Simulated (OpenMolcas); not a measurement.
# Re4+: ligand-field states by method

Re4+ with 5 ligands (fluoride) in trigonal bipyramidal coordination (D3h) at 1.88 Å, the axial distance 2.049 Å. A charge of +0.2 e stands 2.8 Å behind each ligand. Ligand basis ANO-RCC-VDZP.
```
Re    0.0000    0.0000    0.0000
F     1.8800    0.0000    0.0000
F    -0.9400    1.6281    0.0000
F    -0.9400   -1.6281    0.0000
F     0.0000    0.0000    2.0492
F     0.0000    0.0000   -2.0492
```

```json
{
 "Program": "OpenMolcas",
 "Basis": "ANO-RCC-VTZP [8s7p5d3f2g1h]",
 "Scalar Hamiltonian": "DKH2, point nucleus",
 "Active space": "3 electrons in 5 orbitals (5d)",
 "State averaging": "2S+1 = 4 even, 10 roots; 2S+1 = 2 even, 40 roots",
 "Spin-orbit coupling": "RASSI with atomic mean-field integrals over the reference wave functions"
}
```

I. CASSCF
II. SS-CASPT2, IPEA 0.25 Eh, imaginary shift 0.1 Eh (the 29 lowest orbitals frozen, all others correlated)

Spin-free states (labels of D3, the rotations of D3h) in cm-1, each column counted from its own energy of the first state listed:

```
   State  Degeneracy      I     II
      4E           2      0      0
      2E           2   4614   1310
      2E           2  12754   8990
      2E           2  13100   9330
2S+1 = 2           1  14513  10450
2S+1 = 2           1  16162  11070
      4E           2  17703  17620
      2E           2  21560  16730
2S+1 = 4           1  23324  22150
      2E           2  27746  23690
2S+1 = 2           1  28583  24630
```

From I to II, I's first state of the same spin (4E) moves from 17703 to 17620 cm-1, by about -81 cm-1.

From I to II, I's first state of another spin (2E) moves from 4614 to 1310 cm-1, by about -3300 cm-1.

χT at 300 K: I 0.54, II 0.52 cm3 K/mol.

The states above are spin-free; spin-orbit coupling is strong here and shifts and splits them by thousands of cm-1.

Roots that are degenerate in the reference are averaged as groups; the widest CASPT2 spread within a group is 180 cm-1 (the 2-fold group of multiplicity 2 near 50400 cm-1 above the lowest state of its run, II). Shifts and gaps below about the spread of the groups concerned are not significant. Over all roots computed the reference weight is 0.69 to 0.71 in II; a low but even weight reflects the number of correlated electrons. An orbital doublet at a regular site is open to a Jahn-Teller distortion, which this geometry leaves out. The least metal-like active orbital is 76 % on the metal (Löwdin) and no ligand orbital is active, so the numbers are rough. Ligand-to-metal charge-transfer states are missing. With no ligand orbital active B as a rule stays too high, so bands that hang on it stand too high and its fall with covalency is understated. Without dynamic correlation the repulsion within the d shell is too large (B by tens of per cent), so at a given field states of lower spin stand too high (holds for I). With metal d orbitals alone the field can be off either way by tens of per cent (holds for I). No measured value stands beside these numbers; the geometry was imposed, not optimised, and the real ion may take another.
